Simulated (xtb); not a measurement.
BCl3H2O2Si, SMILES OB(O)[Si](Cl)(Cl)Cl. All values are semi-empirical tight-binding results from xtb (GFN2-xTB unless named), good for trends rather than for accurate numbers. Geometry: GFN2-xTB. The structure was generated by enumeration, and PubChem lists no compound with its InChIKey, so it may never have been made. The values are those of a single conformer.

Optimised geometry:

```xyz
9

Si     0.2123     0.0083     0.0064
Cl     0.4182     2.0203    -0.4016
Cl     1.1475    -0.2886     1.7918
Cl     1.3255    -0.9614    -1.3943
B     -1.7129    -0.4513     0.0017
O     -2.0452    -1.7403     0.1734
O     -2.7148     0.4420    -0.1617
H     -2.9865    -1.9310     0.1661
H     -2.4933     1.3641    -0.2878
```

### Question
Estimate the properties. (An estimate is asked for; the answer gives what the named calculation found.)

### Answer

```yaml
orbital_gap: 4.48 eV
dipole_moment: 3.53 D
zero_point_energy: 23.6 kcal/mol
G − E(el) at 298.15 K (modified RRHO): 0.5 kcal/mol
static polarisability (D4 model): 90.9 bohr³
solvation energy, GFN2-xTB/ALPB(water): -9.4 kcal/mol
solvation energy, GFN2-xTB/ALPB(hexane): -5.7 kcal/mol
```

Computed atomic charges and the Wiberg bond orders between heavy atoms:
charges (e) Si1 0.53, Cl2 -0.24, Cl3 -0.19, Cl4 -0.19, B5 0.37, O6 -0.45, O7 -0.46, H8 0.32, H9 0.31. Bond orders Si1–Cl2 1.05, Si1–Cl3 1.12, Si1–Cl4 1.13, Si1–B5 0.78, B5–O6 1.26, B5–O7 1.23.
